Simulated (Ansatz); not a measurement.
**Worked example: the step energy**

An elementary step of SiH6Cl2O2, closed shell (SiH₂Cl₂ ([Cl][SiH2][Cl]) + H₂O + H₂O → SiH₃ClO ([OH][SiH2][Cl]) + HCl + H₂O; Si–Cl, H–O, H–O broken or loosened, Cl–H, H–O formed or tightened). “Start” and “end” are the PBE0-D4/def2-TZVP structures reached by relaxing down either side of its saddle point, with the molecules still in contact.

Computed with Ansatz 0.2.0 (basis: def2-TZVPP and def2-QZVPP); correlated methods freeze the cores.

Energies in eV:

| quantity | end | start |
| --- | --- | --- |
| Hartree–Fock, triple zeta (X = 3) | -37044.90081 | -37044.15237 |
| Hartree–Fock, quadruple zeta (X = 4) | -37046.05378 | -37045.29804 |
| MP2 correlation, X = 3 | -28.09619 | -28.47709 |
| MP2 correlation, X = 4 | -30.60247 | -31.02800 |
| CCSD(T) correlation, X = 3 | -30.66651 | -30.98831 |

Question: Work out the step energy at the basis limit: extrapolate Hartree–Fock as E(X) = E∞ + A exp(−7.88 √X) and the MP2 correlation as E(X) = E∞ + B X^−2.97 (the exponents that Neese and Valeev fitted for def2-TZVPP and QZVPP), then add CCSD(T) − MP2 in triple zeta.

Answer: Each step is linear, so take the differences first (end − start): Hartree–Fock -0.74844 (X = 3) and -0.75574 (X = 4); MP2 correlation 0.38090 and 0.42553; CCSD(T) correlation 0.32180.
Two points give E∞ = E(4) + w [E(4) − E(3)], with w = 1/(exp(7.88 (2 − √3)) − 1) = 0.1377 for Hartree–Fock and w = 1/((4/3)^2.97 − 1) = 0.7407 for the correlation.
Hartree–Fock: -0.75574 + 0.1377 × (-0.00730) = -0.7567 eV.
MP2 correlation: 0.42553 + 0.7407 × 0.04463 = 0.4586 eV.
CCSD(T) − MP2: 0.32180 − 0.38090 = -0.0591 eV.
Sum: -0.7567 + 0.4586 + (-0.0591) = -0.3572 eV, or -8.24 kcal/mol. Plain CCSD(T) in triple zeta gives -0.4266 eV, so the larger basis shifts the result by 0.0694 eV.

The T1 diagnostic stays at or below 0.010.

The step is the kind of ligand exchange by which a precursor binds to a hydroxyl group, or is hydrolysed, in atomic layer deposition of oxides.

Labels in which every atom is bracketed show which atoms are joined, not bond orders.

For scale, one of the runs: CCSD(T)/def2-TZVPP, 272 basis functions, launched by `ansatz run in.yaml --threads 8 --pin off --events-out ev --progress --plain --max-ram 19148MiB`. Hardware: 8 CPU threads of an Intel Xeon, shared host. Wall time 2.7 min; peak host memory 7 GiB.
